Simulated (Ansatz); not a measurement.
Ag₇Sn⁻, relaxed as a singlet with RKS r2SCAN-D4/def2-SVPD in Ansatz, starting from packed atoms. Force threshold 0.02 eV/Å.

In the def2 sets Ag, Sn take a core potential; there is no spin–orbit coupling. The relaxation made no stability test and no search for a lower SCF solution. No other spin state of charge -1 was run. The structure comes from a short search, and lower isomers may exist.

Start:

| atom | x (Å) | y (Å) | z (Å) |
| --- | --- | --- | --- |
| Ag1 | 0.575 | -0.998 | 0.841 |
| Ag2 | -1.968 | -0.207 | 1.922 |
| Ag3 | -0.919 | -3.124 | -0.596 |
| Ag4 | -1.698 | -0.399 | -0.987 |
| Ag5 | 2.778 | 1.926 | 0.496 |
| Ag6 | 0.275 | 2.025 | -1.403 |
| Ag7 | -0.069 | 1.698 | 1.551 |
| Sn8 | 1.026 | -0.921 | -1.824 |

```csv
step,energy (eV),largest force component (eV/Å),SCF passes
1,-33843.3078,1.073,24
2,-33843.9395,0.882,32
3,-33844.3706,0.409,31
4,-33844.5439,0.248,30
5,-33844.6460,0.138,31
6,-33844.7146,0.157,31
7,-33844.7998,0.178,30
8,-33844.8802,0.157,31
9,-33844.9641,0.139,31
10,-33845.0280,0.139,30
11,-33845.0555,0.027,25
12,-33845.0611,0.011,24
13,-33845.0616,0.019,23
```

Force components are those of the run's own axes.

End:

```xyz
8

Ag    0.820   -1.271    0.629
Ag   -1.664   -0.599    1.815
Ag   -1.396   -2.503   -0.504
Ag   -1.360    0.250   -0.872
Ag    1.796    3.180    0.583
Ag    1.319    0.966   -0.938
Ag   -0.012    1.436    1.480
Sn    0.495   -1.458   -2.193
```

Bonds formed: Ag1–Ag6, Ag2–Ag3 (atoms count from 1). Metal–metal contacts that move far: Ag4–Ag7 3.67 to 2.96 Å.

The force fell under the threshold at step 12, but the optimiser went on. No frequencies were taken in this run, so the end may be a saddle point.

It took 4.5 min on 4 threads of Arm Neoverse V2 on a shared host, peak host memory 0.65 GiB.
